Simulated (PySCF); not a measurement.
C3H12GeN2.
Numbering: `[CH3:1][N:2]([GeH3:3])[CH2:4][CH2:5][NH2:6]` (hydrogens: H7, H8, H9 on C1; H10, H11, H12 on Ge3; H13, H14 on C4; H15, H16 on C5; H17, H18 on N6)

Structure used (PBE0-D3(BJ)/def2-SVP), in Å, numbered top down from 1:
```
atom  x, y, z in Å
C1    -0.931    1.880    0.013
N2    -0.800    0.541    0.529
Ge3   -1.469   -0.828   -0.517
C4     0.362    0.312    1.349
C5     1.650    0.033    0.577
N6     1.498   -1.198   -0.173
H7    -1.894    1.994   -0.511
H8    -0.923    2.617    0.837
H9    -0.136    2.183   -0.704
H10   -2.970   -0.473   -0.692
H11   -1.341   -2.142    0.270
H12   -0.875   -0.948   -1.939
H13    0.512    1.188    2.008
H14    0.171   -0.545    2.022
H15    2.511    0.040    1.277
H16    1.824    0.855   -0.137
H17    1.603   -2.013    0.428
H18    2.179   -1.282   -0.922
```

Method used: TDDFT CAM-B3LYP/def2-SVPD, vertical, gas phase, core orbitals frozen in the response in PySCF. Relativistic effects, spin–orbit coupling among them, are left out although an element past zinc is present.

Transition dipole moments from the ground state, in atomic units and in the frame of the coordinates above (overall signs are arbitrary), for the states with f of 0.002 or more among the lowest 7:

| state | E (eV) | μx | μy | μz |
| --- | --- | --- | --- | --- |
| S1 | 5.566 | -0.062 | 0.001 | 0.295 |
| S2 | 5.996 | 0.032 | -0.259 | -0.378 |
| S3 | 6.323 | -0.169 | 0.077 | -0.039 |
| S4 | 6.482 | -0.126 | 0.058 | -0.097 |
| S5 | 6.674 | 0.521 | -0.022 | 0.164 |
| S6 | 6.736 | -0.002 | 0.277 | 0.102 |
| S7 | 7.070 | 0.218 | -0.141 | -0.003 |

Task: What oscillator strength does each state have?

Result: f = (2/3) ΔE |μ|² with ΔE in hartree (27.2114 eV).

| state | \|μ\|² (au) | \|μ\| (D) | f |
| --- | --- | --- | --- |
| S1 | 0.091 | 0.77 | 0.012 |
| S2 | 0.211 | 1.17 | 0.031 |
| S3 | 0.036 | 0.48 | 0.006 |
| S4 | 0.029 | 0.43 | 0.005 |
| S5 | 0.299 | 1.39 | 0.049 |
| S6 | 0.087 | 0.75 | 0.014 |
| S7 | 0.067 | 0.66 | 0.012 |

Task: Which bond between heavy atoms lies closest to the direction of the S5 transition dipole?

Result: N2–C4, at 19° from it; next C4–C5 at 49°.

Task: What angle do the transition dipoles of S1 and S7 make?

Result: |cos θ| = |μa·μb| / (|μa| |μb|) = 0.19, so θ ≈ 79° (taken between 0 and 90°, since the signs are arbitrary).

Task: What peak molar absorption coefficient would the strongest computed level give as a lone Gaussian band 0.3 eV wide at half height?

Result: ε(max) = 2.175×10⁸ f / FWHM, with the width in cm⁻¹. S5: 2.175×10⁸ × 0.0488 / 2420 ≈ 4400 L mol⁻¹ cm⁻¹.

All these states lie below the vertical ionisation energy of 7.82 eV (ΔSCF).

One conformer stands for the species.

Without π bonds the low states may be Rydberg-like; a valence basis with one diffuse set may place them up to an eV too high.
